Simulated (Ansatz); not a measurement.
Born–Oppenheimer molecular dynamics of CH$_{5}$Ga (7 atoms, charge 0, multiplicity 1). It starts at the highest image of a converged band. Of that band: Neighbouring images differ by up to 2.0 eV, so the band resolves the path poorly. A vibrational analysis at the climbing image gives one clearly imaginary mode, 1328i cm⁻¹: a first-order saddle point.

These are results of RKS B3LYP-D4/def2-SVP (Ansatz), not measurements.

| Property | Result |
| --- | --- |
| ensemble | NVE (velocity Verlet) |
| time step | 0.5 fs |
| steps asked | 200 |
| starting velocities drawn for | 300 K |
| seed | 8680 |

First frame:

```xyz
7
Properties=species:S:1:pos:R:3
Ga 0.461 0.012 0.962
H 1.431 -0.537 -0.495
C -0.778 0.444 -0.391
H 0.466 -0.577 -0.757
H 0.667 -0.954 2.171
H -0.383 1.043 -1.224
H -1.863 0.569 -0.265
```

(1) What does the run give?

(2) What happens to the structure?

(3) How do temperature and energy run in time?

Answers

(1) All steps were run.

```json
{
  "steps done": "200",
  "time covered": "100 fs",
  "mean temperature over the second half": "2937 K",
  "spread of the potential energy over the second half": "77.1 meV per atom",
  "mean potential energy of the second half above the start": "-243.8 meV per atom"
}
```

The conserved energy stayed within 2.3 meV per atom of its start (net change -0.077 meV per atom), so the integration is sound. The system heated up, since it started high on the potential surface and ran downhill. A run of 0.1 ps of so small a system gives no equilibrium averages. The orbitals stay closed-shell, which can raise the energy where a bond breaks towards radicals; this wasn't checked here.

(2) The step under study would form H2–H4 and break Ga1–H2, C3–H4. These pairs go: H2–H4 1.00 → 4.21 Å, Ga1–H2 1.83 → 1.77 Å, C3–H4 1.65 → 1.01 Å. In the last frame they stand as before the step (other bonds may differ from the relaxed reactants and products). These pairs come and go: their bonding changes 13 times, last at 83 of 100 fs, so the outcome isn't settled. Also parted: Ga1–H4 1.82 → 2.84 Å. It ends as one piece, CH5Ga. Pairs count as bonded within 1.25 times the sum of covalent radii (0.12 Å more for H–H). The details hang on the random start.

(3) 
| time (fs) | T (K) | potential energy less start (eV) | conserved less start (meV/atom) |
| --- | --- | --- | --- |
| 0.0 | 300 | 0.000 | 0.00 |
| 5.0 | 234 | 0.044 | 0.09 |
| 10.0 | 1439 | -0.734 | 0.22 |
| 15.0 | 3519 | -2.089 | -1.30 |
| 20.0 | 2643 | -1.513 | 0.22 |
| 25.0 | 4018 | -2.415 | -1.69 |
| 30.0 | 2611 | -1.493 | 0.11 |
| 35.0 | 3100 | -1.815 | -0.74 |
| 40.0 | 2269 | -1.281 | -1.21 |
| 45.0 | 837 | -0.344 | 0.40 |
| 50.0 | 2532 | -1.436 | 0.99 |
| 55.0 | 2414 | -1.364 | 0.44 |
| 60.0 | 4185 | -2.520 | -1.38 |
| 65.0 | 2914 | -1.690 | -0.14 |
| 70.0 | 2695 | -1.549 | -0.11 |
| 75.0 | 2266 | -1.269 | 0.15 |
| 80.0 | 1139 | -0.541 | 0.12 |
| 85.0 | 3138 | -1.841 | -1.01 |
| 90.0 | 4054 | -2.433 | -0.99 |
| 95.0 | 4007 | -2.398 | -0.30 |
| 100.0 | 2518 | -1.434 | -0.08 |

Run time: 12 min on 1 thread of Arm Neoverse N1 (shared host), peak memory 0.24 GiB.
